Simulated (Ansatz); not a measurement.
Reaction (atomization): `[F][GeH2][I]` → F• + Ge• + 2 H• + I•

Gas-phase electronic energies from Ansatz, PBE0-D4/def2-TZVP geometries. CCSD(T)/CBS is the MP2 limit (def2-TZVPP, def2-QZVPP) plus CCSD(T) − MP2 in def2-TZVPP, frozen cores. This one scheme is used for every species, atoms too. DFT in def2-TZVPP. No spin–orbit coupling; open shells (•) take unrestricted orbitals. Spin–orbit coupling would lower the free atoms: a little for F; clearly for Ge; strongly for I. def2 core potentials past Kr. For Ge, I outer-core shells are correlated without core-valence functions, so the limit isn't a true one: a few kJ/mol of doubt a bond, and 10 to 20 or more in all where bonds break to atoms. Scalar relativity is left out up to krypton.

```
        level  ΔE (eV)
       PBE-D4    14.02
   r2SCAN0-D4    13.70
     BHLYP-D4    13.36
HF/def2-QZVPP     9.91
```

Problem. What does CCSD(T)/CBS give? (Best estimate.)

Solution. The calculation gave: +14.13 eV. The listed levels differ from it by -0.11, -0.43, -0.77, -4.22 eV.

Largest T1 diagnostic among the species: 0.010.

From BLYP to BHLYP (50 % exact exchange), in def2-TZVPP and without D4, ΔE moves by −0.31 eV: exact exchange takes away binding that semilocal exchange gives to molecules. Leaving LDA and LC-ωPBE aside and taking each functional with its dispersion term where it has one, the values, not all of them listed here, spread over 0.70 eV, from BHLYP-D4 to B97M-V. LDA lies +2.21 eV from PBE without D4, its usual overbinding. In def2-TZVPP, CCSD(T) changes the Hartree–Fock value by +3.86 eV (the triples alone add +0.26 eV) and MP2 by +4.17 eV; breaking electron pairs costs correlation energy, which Hartree–Fock lacks.

For atomizations the MP2-based limit and the directly extrapolated one differ by several kJ/mol either way, and by 10 to 25 for some Ge, Se and Sn compounds, so smaller differences from it don't rank the levels.
